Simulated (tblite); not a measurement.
Compound: C2H12N2OSi3.
Atom-mapped SMILES: `[CH3:1][C:2](=[O:3])[NH:4][Si@@H:5]([NH2:6])[SiH2:7][SiH3:8]` (hydrogens: H9, H10, H11 on C1; H12 on N4; H13 on Si5; H14, H15 on N6; H16, H17 on Si7; H18, H19, H20 on Si8)

Structure optimised with GFN2-xTB, isolated species.

Q: Give the optimised bond lengths and angles.

A: 
```csv
bond,length (bohr)
C1–C2,2.859
C2=O3,2.312
C2–N4,2.523
N4–Si5,3.356
Si5–N6,3.285
Si5–Si7,4.365
Si7–Si8,4.355
"C1–H9, C1–H10, C1–H11",2.056
N4–H12,1.904
Si5–H13,2.781
"N6–H14, N6–H15",1.906
Si7–H16,2.781
Si7–H17,2.829
"Si8–H18, Si8–H20",2.770
Si8–H19,2.780
```

Bonds in one row agree within 0.02 bohr and their mean is given. A selection of angles:
```csv
angle,degrees
C1–C2–O3,121.5
C1–C2–N4,116.3
O3–C2–N4,122.1
C2–N4–Si5,122.6
N4–Si5–N6,100.0
N4–Si5–Si7,104.9
N6–Si5–Si7,123.0
Si5–Si7–Si8,116.8
H12–N4–C2,116.7
H12–N4–Si5,120.7
H14–N6–Si5,116.4
H15–N6–Si5,117.7
```

Dihedral angles: C1–C2–N4–Si5 -179° (antiperiplanar); C2–N4–Si5–N6 -130° (anticlinal); N4–Si5–Si7–Si8 65° (synclinal).

Of the pairs four or more bonds apart, O3···Si7 is among the closest relative to their van der Waals radii: 2.57 Å, 71 % of the sum of Bondi's values. N4 (amide nitrogen) is planar (angles 122.6°, 120.7° and 116.7°, sum 360.0°, 0.00 Å off the plane of its three neighbours). N6 (silicon-bound nitrogen) is pyramidal (angles 117.7°, 116.4° and 108.5°, sum 342.6°, 0.29 Å off the plane of its three neighbours). Si7 (SiH2 silicon) is distorted tetrahedral (angles from 100.3° to 116.8°). Si8 (SiH3 silicon) is distorted tetrahedral (angles from 105.1° to 114.8°). Si5 (SiH silicon) is distorted tetrahedral (angles from 100.0° to 123.0°). The N–Si distances run from 1.739 Å (Si5–N6, drawn single) to 1.776 Å (N4–Si5, drawn single), a spread of 0.037 Å.

Point group: C1 (no symmetry element, even within 0.4 Å). Its GFN2-xTB frequencies are all real (lowest 28 cm⁻¹). One conformer, not necessarily the lowest (C1–C2–N4–Si5 -179°, C2–N4–Si5–N6 -130°, N4–Si5–N6–H -167° and 61°, N4–Si5–Si7–Si8 65°).

These are computed values.
